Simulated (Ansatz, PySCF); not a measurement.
Zn(Br)(OSiH3) (BrH3OSiZn), SMILES [SiH3][O][Zn][Br]. Atoms are numbered in the order given.

```xyz
7

Zn     0.0802    -0.0590     0.0544
Br    -1.5161     0.9144     1.2611
O      1.3891    -0.8629    -0.8172
Si     1.9114    -1.1210    -2.3624
H      0.8943    -1.8561    -3.1742
H      3.1599    -1.9303    -2.3300
H      2.2007     0.1634    -3.0700
```
Charge 0, spin multiplicity 1.

Geometry optimised at TPSSh-D3(BJ)/def2-SVP. The structure was generated by enumeration; whether it is a known compound was not checked. One conformer was computed; it need not be the lowest.

Two levels are set side by side: PBE-D3(BJ)/def2-SVP (Ansatz, a quantum-chemistry and plane-wave program) and TPSSh-D3(BJ)/def2-SVP (PySCF). Each level has its own optimised geometry; the coordinates shown are those of the second. Frequencies come from the Hessian of PySCF at each geometry. Differences are taken from unrounded values.

| quantity | TPSSh-D3(BJ) | PBE-D3(BJ) | PBE-D3(BJ) minus TPSSh-D3(BJ) |
|---|---|---|---|
| mean bond length (Å) | 1.687 | 1.700 | 0.013 |
| bond Zn1–Br2 (Å) | 2.225 | 2.229 | 0.003 |
| bond Zn1–O3 (Å) | 1.766 | 1.777 | 0.011 |
| bond O3–Si4 (Å) | 1.651 | 1.666 | 0.015 |
| bond Si4–H5 (Å) | 1.495 | 1.511 | 0.017 |
| bond Si4–H6 (Å) | 1.488 | 1.504 | 0.016 |
| bond Si4–H7 (Å) | 1.495 | 1.511 | 0.017 |
| highest harmonic wavenumber (cm⁻¹) | 2258 | 2169 | -89 |
| mean harmonic wavenumber (cm⁻¹) | 885 | 850 | -36 |
| zero-point energy (kcal/mol) | 18.99 | 18.23 | -0.76 |

GGA bonds tend to be longer and softer than those of functionals with exact exchange. Differences between two approximate levels are no errors against the true value.
